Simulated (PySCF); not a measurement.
How methods differ on the ionisation energy of Ag⁺

Ag⁺ [Kr] 4d10 (1S) → Ag²⁺ [Kr] 4d9 (2D), as a difference of total energies. Calculation: PySCF 2.14, in x2c-QZVPPall; scalar relativity by spin-free X2C-1e. Correlated levels: valence: [Kr] frozen. The calculations carry no spin-orbit coupling.

```
           method  ionisation energy (eV)
              UHF                  19.689
    MP2 (valence)                  21.841
SCS-MP2 (valence)                  21.616
   CCSD (valence)                  21.417
CCSD(T) (valence)                  21.548
```

Problem. How much does correlation contribute at CCSD(T) (valence)?

Solution. 21.548 − (19.689) = 1.859 eV, measured against UHF.

A first-order spin-orbit estimate (lowest level to lowest level, LS coupling) adds -0.240 eV.

Errors of the correlated levels include the incompleteness of this basis and the frozen core.

For comparison: 21.484 eV (measured; NIST Atomic Spectra Database, ionization energies).
